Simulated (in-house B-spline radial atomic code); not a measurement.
Settings and results of a run for Pt²⁺ (an excited or competing configuration). Level of theory: Dirac-Hartree-Fock, average of configuration, Fermi nucleus of rms radius 5.427 fm; calculated with a B-spline radial code for spherical atoms.

Command:
```bash
python run_scf.py task.json out
```
Settings (nuclear radius in fm, mass in u):
```
Z                78
configuration    [Xe] 4f13 5d8 5g1
hamiltonian      dirac
method           hf
spin_polarised   False
nucleus          fermi
rms_radius       5.427
atomic_mass      194.96479
speed_of_light   137.035999084
```

Output (hartree, bohr):
```
 radial grid: 78 intervals, B-splines of order 8, outer radius 53.7037 bohr

 iter        energy (Eh)    residual
    1      -18429.218963    8.09e-01
    2      -18430.336595    5.85e-02
    3      -18430.387901    2.13e-02
    4      -18430.392472    9.62e-03
    5      -18430.393682    1.40e-03
    6      -18430.393734    4.33e-04
    7      -18430.393736    6.25e-05
    8      -18430.393736    3.85e-05
    9      -18430.393736    8.96e-07
   10      -18430.393736    1.22e-07

 total energy                    -18430.39374
 kinetic                           21068.5347
 electron-nucleus                 -46220.7463
 electron-electron                  6721.8179

 first-order corrections (not in the total)
   Gaunt                            23.1770
   retardation                      -2.4582
   frequency dependence             -0.4370
   self-energy                      17.1879
   Uehling                          -3.4291
   Wichmann-Kroll                    0.1471
   recoil                            0.0315

 orbital      occ     eigenvalue          <r>       <r^2>       <1/r>       r_max    small
 1s1/2      2.000     -2901.5140    0.0171501 0.000406169     93.8896     0.01062  8.75e-02
 2s1/2      2.000      -516.4010    0.0716623  0.00614039     23.0435     0.06139  2.00e-02
 2p1/2      2.000      -493.9635    0.0591443  0.00436797     22.9589     0.04539  2.01e-02
 2p3/2      4.000      -430.3189    0.0675345  0.00555449     18.8499     0.05262  1.79e-02
 3s1/2      2.000      -125.1137     0.186209   0.0398043     8.47305      0.1726  6.69e-03
 3p1/2      2.000      -115.0982      0.17672   0.0364474     8.37227      0.1615  6.62e-03
 3p3/2      4.000      -100.9122     0.192031   0.0428323     7.30911      0.1761  6.00e-03
 3d3/2      4.000       -84.4564     0.167714   0.0330347     7.18643      0.1375  5.86e-03
 3d5/2      6.000       -81.4296     0.172403   0.0347792     6.94178      0.1416  5.69e-03
 4s1/2      2.000       -29.5092     0.414013    0.193471     3.56795        0.39  2.23e-03
 4p1/2      2.000       -25.2190      0.41725    0.198069     3.45727       0.389  2.14e-03
 4p3/2      4.000       -21.7755     0.448908    0.229015     3.10708      0.4182  1.93e-03
 4d3/2      4.000       -14.7356     0.458701    0.243199     2.89943      0.4123  1.73e-03
 4d5/2      6.000       -14.0837     0.469452    0.254512     2.81459      0.4216  1.66e-03
 5s1/2      2.000        -5.7893     0.951699     1.01508     1.42455      0.8686  5.37e-04
 5p1/2      2.000        -4.3115      1.02332      1.1808     1.31023      0.9169  4.67e-04
 5p3/2      4.000        -3.7055      1.10817      1.3843     1.18722      0.9894  4.04e-04
 4f5/2      5.571        -5.0741     0.498919    0.299824      2.4477      0.3815  1.30e-03
 4f7/2      7.429        -4.9378     0.505331     0.30756     2.41515      0.3861  1.28e-03
 5d3/2      3.200        -1.6538      1.40786     2.28532    0.922463       1.173  2.54e-04
 5d5/2      4.800        -1.5867      1.45211     2.43094    0.890703       1.207  2.39e-04
 5g7/2      0.444        -0.1801      9.15374     91.4381    0.120243       8.323  4.81e-06
 5g9/2      0.556        -0.1801       9.1531     91.4268    0.120254       8.323  4.81e-06
```

Cost of the run: 2.1 s on 1 thread of Arm Neoverse V1, with other jobs on the host.

For the Dirac Hamiltonian the kinetic term is c α·p + (β - 1)c².
